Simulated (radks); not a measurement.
Valence configurations of neutral vanadium (all share [Ar]). Method: scalar-relativistic Kohn-Sham, BLYP, spin-polarised, spherical densities, finite nucleus; open shells are filled with parallel spins first; Fermi nuclear charge, rms radius 3.6002 fm; computed with a radial shooting solver on a logarithmic mesh with Libxc functionals. Energies are relative to 3d3 4s2; eigenvalues in eV for spin up.

| valence | E (eV) | moment (Bohr magnetons) | e(3d) | e(4p) | e(4s) |
|---|---|---|---|---|---|
| 3d4 4s1 | -0.703 | 5 | -2.865 | - | -4.118 |
| 3d3.5 4s1.5 | -0.538 | 4 | -4.169 | - | -4.431 |
| 3d3 4s2 | 0.000 | 3 | -5.796 | - | -4.792 |
| 3d3.5 4s0.5 4p1 | 2.185 | 5 | -5.420 | -1.978 | -5.375 |
| 3d2.5 4s2 4p0.5 | 2.678 | 3 | -8.412 | -2.039 | -5.769 |
| 3d3 4p2 | 6.189 | 5 | -8.193 | -2.752 | - |
| 3d2 4s2 4p1 | 6.407 | 3 | -11.204 | -2.633 | -6.710 |
| 3d2 4s1.5 4p1.5 | 7.947 | 4 | -11.731 | -2.984 | -7.170 |
| 3d1.5 4s1.5 4p2 | 12.900 | 4 | -14.625 | -3.539 | -8.049 |
| 3d1 4s2 4p2 | 17.366 | 3 | -17.220 | -3.783 | -8.518 |

NIST lists [Ar] 3d3 4s2 as the ground configuration; this level of theory puts 3d4 4s1 lower, by 0.703 eV. The energies are those of spherical high-spin densities, not of single terms.
